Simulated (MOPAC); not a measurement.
Spectroscopic constants of BeP-, multiplicity 3 (lowest of 2S+1 = 1, 3, 5 at CCSD(T)/def2-TZVPP on PBE0 minima; our sources give no spin for the ground state, which may be another).

Constants: fifth-degree fit in 1/R to seven points, most abundant isotopes. Runs in def2 and cc sets follow the lowest solution found near the PBE0 minimum.

The state reached by PM6 isn't checked.

Run with MOPAC for PM6 (differences of heats of formation). Values without a source in brackets are computed.

Energies at PM6:

```csv
R (Å),E (hartree)
1.822484,0.23635148
1.871476,0.23516776
1.916548,0.23547047
1.967499,0.23717097
2.018450,0.24008618
2.077240,0.24469843
2.145828,0.25143762
```

Task: With a reduced mass of 6.9810 u, find the minimum, the force constant and the constants.

Result: A fifth-degree polynomial in 1/R puts the minimum at r_e = 1.8828 Å with force constant 273 N/m. Then ω_e = (1/2πc)√(k/μ) = 815 cm⁻¹ and B_e = h/(8π²cμr_e²) = 0.6812 cm⁻¹; the cubic and quartic terms give α_e = 0.0040 and ω_e x_e = 2.3 cm⁻¹.
